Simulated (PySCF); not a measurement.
CH8FNSi2, SMILES N[SiH2][SiH2]CF. The structure is a stationary point at PBE0-D3(BJ)/def2-SVP. The structure was generated by enumeration, and PubChem lists no compound with its InChIKey, so it may never have been made. The values are those of a single conformer.

Computed equilibrium geometry at PBE0-D3(BJ)/def2-SVP (PySCF confirms it by a frequency run) as Cartesian coordinates in Å (one conformer of several):
```xyz
13

N     -1.5673     0.2590     1.3685
Si    -1.4467    -0.3850    -0.2406
Si     0.5931     0.2448    -1.2472
C      1.7401     0.4686     0.2709
F      1.4718    -0.5378     1.1927
H     -0.7907     0.0779     1.9976
H     -1.9248     1.1990     1.4945
H     -2.6158     0.1229    -1.0220
H     -1.4976    -1.8789    -0.2024
H      0.5450     1.5583    -1.9689
H      1.1646    -0.7787    -2.1789
H      1.5409     1.4427     0.7513
H      2.8133     0.4351     0.0187
```
Charge 0, spin multiplicity 1.
